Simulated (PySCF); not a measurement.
**Dipole response of Co (cobalt, neutral)**

[Ar] 3d7 4s2, high-spin 4F determinant. Computed with PySCF 2.14 in aug-cc-pVTZ-DK (8s7p5d3f2g, 93 functions), with scalar relativity by spin-free X2C-1e. Coupled (time-dependent) response in atomic units; α is the mean over directions.

```tsv
method	mean α (bohr³)	C₆ (like pair)	S(−4)
UHF	70.36	639.4	3267
PBE	52.50	437.2	1462
PBE0	55.87	474.6	1674
```

S(−4) is the Cauchy moment in α(ω) = α(0) + S(−4) ω² + …

Reference α: 55 ± 4 bohr³ (recommended; Schwerdtfeger and Nagle, table of static dipole polarizabilities (2023 update)). Published C₆: 408.0 (Chu and Dalgarno (2004); Tang, Norbeck and Certain (1976)).

Hartree-Fock lies above the reference because it lacks correlation, which contracts the outer shell.

α(iu) at UHF:

| u (hartree) | α(iu) (bohr³) |
| --- | --- |
| 0 | 70.36 |
| 0.0500 | 63.64 |
| 0.100 | 50.82 |
| 0.200 | 29.55 |
| 0.300 | 18.33 |
| 0.500 | 9.216 |
| 0.750 | 5.311 |
| 1.00 | 3.641 |
| 1.50 | 2.168 |
| 2.00 | 1.498 |
| 3.00 | 0.8720 |
| 5.00 | 0.4164 |

A single London oscillator, α(iu) = α/(1 + u²/ω²), gives C₆ = (3/4) ω α². Matching the computed C₆ needs ω = 4 × 639.4 / (3 × 70.36²) = 0.172 hartree.
